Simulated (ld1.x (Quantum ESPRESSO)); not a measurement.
## Hg, TM: configuration errors across variants

* Element: Hg (Z = 80)
* Generator: ld1.x (Quantum ESPRESSO) 7.5
* Type: norm-conserving Troullier–Martins (Kleinman–Bylander form)
* Functional: PBEsol
* Relativity: fully relativistic
* Frozen core: [Kr] 4d10 4f14 5s2
* Valence charge: 18
* Reference configuration: 5p6 5d10 6s2 6p0
* Partial waves: 6s (bound): rc 2.30 bohr; 5d (bound): rc 1.20 bohr; 5p (bound): rc 1.80 bohr
* Local potential: the p channel
* Core correction: Bessel-smoothed model core, default radius (core density twice the valence density)

Open shells are filled in proportion to 2j + 1 (rel_dist='average').

All-electron excitation energies from the reference (eV): (1) 5p6 5d10 6s1 6p0 10.753; (2) 5p6 5d10 6s0 6p0 29.766; (3) 5p6 5d9 6s0 6p0 65.326; (4) 5p6 5d8 6s0 6p0 115.095; (5) 5p6 5d9 6s2 6p1 10.340; (6) 5p6 5d10 6s1.5 6p0 4.389; (7) 5p6 5d10 6s0 6p2 12.544.

Tests that are not counted but printed errors over 1 eV. “wave 5p (bound): rc 1.80 bohr becomes 5p (bound): rc 1.14 bohr”: 5p6 5d9 6s2 6p1 (pseudo-atom not self-consistent, printed error -2977 eV).

A true bound ghost makes a file unfit for plane-wave use even where its test errors are small: the radial tests pick states by their node count and pass the ghost by. Where a test does run into it, the solver fails or the error is huge.

The file “base” misses its own reference levels by 12.7 eV. The file “wave 5p (bound): rc 1.80 bohr becomes 5p (bound): rc 1.14 bohr” misses its own reference levels by 12.9 eV. The file “wave 5p (bound): rc 1.80 bohr becomes 5p (bound): rc 1.38 bohr” misses its own reference levels by 12.8 eV. The file “wave 5p (bound): rc 1.80 bohr becomes 5p (bound): rc 1.66 bohr” misses its own reference levels by 12.7 eV. The file “wave 5p (bound): rc 1.80 bohr becomes 5p (bound): rc 1.90 bohr” misses its own reference levels by 12.7 eV. The file “wave 5p (bound): rc 1.80 bohr becomes 5p (bound): rc 2.04 bohr” misses its own reference levels by 12.6 eV. The file “wave 5p (bound): rc 1.80 bohr becomes 5p (bound): rc 2.26 bohr” misses its own reference levels by 12.6 eV. The file “wave 5p (bound): rc 1.80 bohr becomes 5p (bound): rc 2.68 bohr” misses its own reference levels by 12.5 eV.

Errors AE − PS in meV (a dash: test not solved or not reliable):

| change | (1) | (2) | (3) | (4) | (5) | (6) | (7) | bound ghosts |
| --- | --- | --- | --- | --- | --- | --- | --- | --- |
| base | -6.3 | -35 | -14 | -27 | +432 | -1.2 | +774 | p1/2 (extra level of the local part), s |
| wave 5p (bound): rc 1.80 bohr becomes 5p (bound): rc 1.14 bohr | -12 | -36 | +5.4 | +51 | – | -3.1 | -42 | p1/2 (extra level of the local part), s |
| wave 5p (bound): rc 1.80 bohr becomes 5p (bound): rc 1.38 bohr | -7.1 | -36 | +4.4 | +47 | +69 | -1.5 | +122 | p1/2 (extra level of the local part), s |
| wave 5p (bound): rc 1.80 bohr becomes 5p (bound): rc 1.66 bohr | -6.4 | -35 | -4.0 | – | +328 | -1.3 | +580 | p1/2 (extra level of the local part), s |
| wave 5p (bound): rc 1.80 bohr becomes 5p (bound): rc 1.90 bohr | -6.2 | -35 | -23 | -60 | +482 | -1.2 | +872 | p1/2 (extra level of the local part), s |
| wave 5p (bound): rc 1.80 bohr becomes 5p (bound): rc 2.04 bohr | -6.2 | -35 | -28 | -77 | +504 | -1.3 | +915 | p1/2 (extra level of the local part), s |
| wave 5p (bound): rc 1.80 bohr becomes 5p (bound): rc 2.26 bohr | -6.4 | -35 | -14 | -21 | +374 | -1.3 | +663 | p1/2 (extra level of the local part), s |
| wave 5p (bound): rc 1.80 bohr becomes 5p (bound): rc 2.68 bohr | -11 | -54 | -116 | -241 | -466 | -2.3 | -903 | p1/2 (extra level of the local part), s |

Task: Give the same row for: wave 5p (bound): rc 1.80 bohr becomes 5p (bound): rc 2.52 bohr.

Result: -7.9, -41, -44, -79, -12, -1.6, -55; bound ghosts: p1/2 (extra level of the local part), s.
